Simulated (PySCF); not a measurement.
Br₂Co, charge +1, multiplicity 5. Atoms are numbered in the order given.

```xyz
3

Co     0.0000     0.0000     0.0000
Br     0.0000     0.0000    -2.2159
Br     0.0000     0.0000     2.2159
```
Charge +1, spin multiplicity 5.

Geometry: B3LYP-D3(BJ)/def2-SVP. The multiplicity is an assumed one; other spin states were not compared.

The numbers are results of PBE/def2-TZVPD (PySCF), not measurements.

Mulliken values depend strongly on the basis, most of all with diffuse functions as here. ESP charges are fitted to the potential on shells at 1.4 to 2.0 van der Waals radii. Atomic charges (e):

```
atom  meta-Löwdin  Mulliken     ESP fit  Mulliken spin
----  -----------  --------  ----------  -------------
Co1          1.13      0.25  (withheld)           2.84
Br2         -0.07      0.37  (withheld)           0.58
Br3         -0.07      0.37  (withheld)           0.58
```

Problem. Fill in the missing entries. (Estimate from the structure and the level; the computed values follow.)

Solution. 
- Co1, ESP fit: 0.43
- Br2, ESP fit: 0.29
- Br3, ESP fit: 0.29
